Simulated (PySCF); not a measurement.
**Ca: excitation energy**

Ca [Ar] 4s2 (1S) → Ca [Ar] 4s1 5s1 (3S), as a difference of total energies. All numbers are calculated (PySCF 2.14, the spin-free X2C one-electron Hamiltonian (Gaussian nucleus), in aug-cc-pVTZ-X2C). Correlated levels: valence: [Ar] frozen. The calculations carry no spin-orbit coupling.

```tsv
method	excitation energy (eV)
UHF	3.099
LDA	3.906
PBE	3.777
PBE0	3.733
r2SCAN	3.642
HSE06	3.724
B2PLYP	3.846
BHandHLYP	3.864
PW91	3.799
MP2 (valence)	3.592
SCS-MP2 (valence)	3.739
```

Errors of the correlated levels include the incompleteness of this basis and the frozen core.

Problem. Which method comes closest to the reference value, and which is furthest?

Solution. The reference is 3.910 eV (measured; NIST levels). Closest: LDA (error -0.004 eV); furthest: UHF (error -0.811 eV).
